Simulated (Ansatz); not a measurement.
Molecule: CdCl (charge +1, singlet). 
Geometry from a B3LYP-D3(BJ)/def2-TZVP (Ansatz, an electronic-structure program) optimisation:
```
Cd
Cl 1 2.2665
```
Charge +1, spin multiplicity 1.

**Question.** Give the harmonic wavenumbers at B3LYP-D3(BJ)/def2-TZVP (Ansatz, finite differences of forces, unscaled).

**Answer.** 371 cm⁻¹. Zero-point energy 0.5 kcal/mol.

**Question.** From these and the geometry, give the ideal-gas thermochemistry at 298.15 K and 1 atm (rigid rotor, harmonic oscillator).

**Answer.** Point group C∞v, rotational symmetry number 1. Rotational constants 3.65, 3.65 GHz. S(trans) 40.88, S(rot) 16.77, S(vib) 1.07, S(elec, spin only) 0.00, S 58.7 cal/(mol K). H(298) - H(0) 2.29 kcal/mol; G - E(el) -14.7 kcal/mol.
